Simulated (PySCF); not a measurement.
# [Re5]− at several levels of theory

Computed with PySCF 2.14.0 (density fitting, no spin-orbit coupling) at the geometry relaxed with B3LYP:

```xyz
5
[Re5]− (triplet)
Re    1.6194   -0.0752   -0.3155
Re   -0.0752    1.6194   -0.3155
Re   -1.6710   -0.0373   -0.5031
Re   -0.0373   -1.6711   -0.5032
Re    0.1641    0.1642    1.6372
```

| level | basis | state | HOMO (eV) | gap (eV) | charge on Re1 (e) | dipole about the centre of mass (D) | largest force component (eV/Å) |
| --- | --- | --- | --- | --- | --- | --- | --- |
| B3LYP | Re def2-SVP with ECP60 | triplet | -0.26 | 1.28 | -0.15 | 0.57 | 0.02 |
| M06-L | the same | triplet | 0.35 | 0.38 | -0.16 | 0.99 | 0.31 |
| B3LYP | Re def2-TZVP with ECP60 | triplet | -0.25 | 1.28 | -0.06 | 0.33 | 0.54 |

HOMO and gap are taken over both spins. Charges are Mulliken's, which hang on the basis. The relaxation used the grid (50, 194), these runs (75, 302) or, all-electron (x2c bases, spin-free X2C Hamiltonian), (99, 590).

**Question.** What does revPBE with Re def2-SVP with ECP60 give here?

**Answer.** state triplet, HOMO (eV) 0.33, gap (eV) 0.28, charge on Re1 (e) -0.16, dipole about the centre of mass (D) 0.80, largest force component (eV/Å) 0.55. Time: 19 s on 4 threads of Arm Neoverse V2 (shared host), from an already converged density.

The relaxed state is spin-contaminated (spin squared 3.07 against 2.00). Open shells may have lower solutions than the one found.

The highest filled level of some runs lies above zero, as often for anions with such functionals and bases.

A gap near or under zero over both spins lies within a partly filled shell and is no excitation energy.

Some runs are spin-contaminated.
